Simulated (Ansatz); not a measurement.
Consider the ligand exchange at a Ge–C bond: `[CH3][GeH2][C]1=CC1` + H–F → `[F][GeH2][C]1=CC1` + CH₄.

Gas-phase electronic energies from Ansatz, PBE0-D4/def2-TZVP geometries. CCSD(T)/CBS is the MP2 limit (def2-TZVPP, def2-QZVPP) plus CCSD(T) − MP2 in def2-TZVPP, frozen cores. This one scheme is used for every species. DFT in def2-TZVPP. B3LYP here is the variant with VWN-RPA as its local correlation; programs differ in this. For Ge outer-core shells are correlated without core-valence functions, which leaves a few kJ/mol of doubt a bond. Scalar relativity is left out up to krypton. One conformer a species, not always the lowest.

`[CH3][GeH2][C]1=CC1`:

Z-matrix (Å, degrees):
```
C
Ge 1 1.951
H 1 1.090 2 110.1
H 1 1.091 2 110.4 3 -120.2
H 1 1.091 2 109.9 3 119.7
C 2 1.923 1 109.6 3 -60.6
H 2 1.541 1 110.3 3 179.8
H 2 1.538 1 110.9 3 58.9
C 6 1.518 2 146.9 1 118.5
C 6 1.296 2 150.0 1 -58.9
H 9 1.090 6 119.3 2 -72.1
H 9 1.090 6 119.2 2 75.1
H 10 1.077 6 148.6 2 -1.8
```

H–F:

```xyz
2

F     0.099    0.155    0.422
H    -0.099   -0.155   -0.422
```

`[F][GeH2][C]1=CC1`:

Z-matrix (Å, degrees):
```
Ge
C 1 1.901
F 1 1.742 2 107.2
H 1 1.534 2 111.7 3 116.3
H 1 1.534 2 111.7 3 -116.2
C 2 1.520 1 146.1 3 180.0
C 2 1.294 1 150.9 3 -0.0
H 6 1.090 2 119.1 1 73.7
H 6 1.090 2 119.1 1 -73.7
H 7 1.077 2 147.9 1 0.0
```

CH₄:

Z-matrix (Å, degrees):
```
C
H 1 1.090
H 1 1.090 2 109.5
H 1 1.090 2 109.5 3 -120.0
H 1 1.090 2 109.5 3 120.0
```

```json
{"level": "r2SCAN-D4", "ΔE (kJ/mol)": "-86.6", "difference from CCSD(T)/CBS": "-14.4"}
{"level": "B3LYP-D4", "ΔE (kJ/mol)": "-86.5", "difference from CCSD(T)/CBS": "-14.3"}
{"level": "ωB97M-V", "ΔE (kJ/mol)": "-82.4", "difference from CCSD(T)/CBS": "-10.2"}
{"level": "B2PLYP", "ΔE (kJ/mol)": "-87.5", "difference from CCSD(T)/CBS": "-15.3"}
{"level": "PBE", "ΔE (kJ/mol)": "-81.1", "difference from CCSD(T)/CBS": "-8.9"}
{"level": "r2SCAN", "ΔE (kJ/mol)": "-87.9", "difference from CCSD(T)/CBS": "-15.7"}
{"level": "B3LYP", "ΔE (kJ/mol)": "-92.9", "difference from CCSD(T)/CBS": "-20.7"}
{"level": "HF/def2-TZVPP", "ΔE (kJ/mol)": "-103.0", "difference from CCSD(T)/CBS": "-30.8"}
{"level": "MP2/def2-TZVPP", "ΔE (kJ/mol)": "-71.4", "difference from CCSD(T)/CBS": "0.8"}
{"level": "SCS-MP2/def2-TZVPP", "ΔE (kJ/mol)": "-80.1", "difference from CCSD(T)/CBS": "-7.9"}
{"level": "CCSD/def2-TZVPP", "ΔE (kJ/mol)": "-76.7", "difference from CCSD(T)/CBS": "-4.5"}
{"level": "CCSD(T)/def2-TZVPP", "ΔE (kJ/mol)": "-74.4", "difference from CCSD(T)/CBS": "-2.2"}
{"level": "MP2/def2-QZVPP", "ΔE (kJ/mol)": "-70.9", "difference from CCSD(T)/CBS": "1.3"}
{"level": "SCS-MP2/def2-QZVPP", "ΔE (kJ/mol)": "-79.8", "difference from CCSD(T)/CBS": "-7.6"}
{"level": "MP2/CBS(def2)", "ΔE (kJ/mol)": "-69.2", "difference from CCSD(T)/CBS": "3.0"}
{"level": "CCSD/CBS(def2)", "ΔE (kJ/mol)": "-74.5", "difference from CCSD(T)/CBS": "-2.3"}
{"level": "CCSD(T)/CBS", "ΔE (kJ/mol)": "-72.2", "difference from CCSD(T)/CBS": "0"}
```

Largest T1 diagnostic among the species: 0.011.

The D4 term adds +6.4 kJ/mol with B3LYP and +3.7 kJ/mol with PBE0; it sums over pairs of atoms, weighted by their polarisabilities, and B3LYP, whose exchange is more repulsive, gets the larger term. In def2-TZVPP, CCSD(T) changes the Hartree–Fock value by +28.6 kJ/mol (the triples alone add +2.3 kJ/mol) and MP2 by +31.7 kJ/mol.
